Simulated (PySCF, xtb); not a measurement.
H8NSi3, SMILES [SiH3]N([SiH3])[SiH2], multiplicity 2.

Harmonic wavenumbers (cm⁻¹) from GFN2-xTB in xtb at its own minimum, in rising order: 34, 50, 58, 198, 203, 225, 506, 539, 552, 577, 589, 599, 613, 733, 756, 779, 780, 795, 802, 832, 955, 985, 2205, 2215, 2228, 2246, 2259, 2266, 2274, 2283.

What does B3LYP-D3(BJ)/def2-SVP (PySCF 2.14.0) give at its own minimum? (An estimate is asked for; the answer gives what the named calculation found.)

67, 73, 134, 186, 189, 201, 486, 653, 682, 685, 690, 725, 754, 907, 938, 942, 945, 962, 964, 978, 995, 1012, 2119, 2150, 2217, 2219, 2222, 2227, 2230, 2237. Paired by order, the mean absolute difference is 84 cm⁻¹ and the zero-point energies are 43.1 and 45.4 kcal/mol.
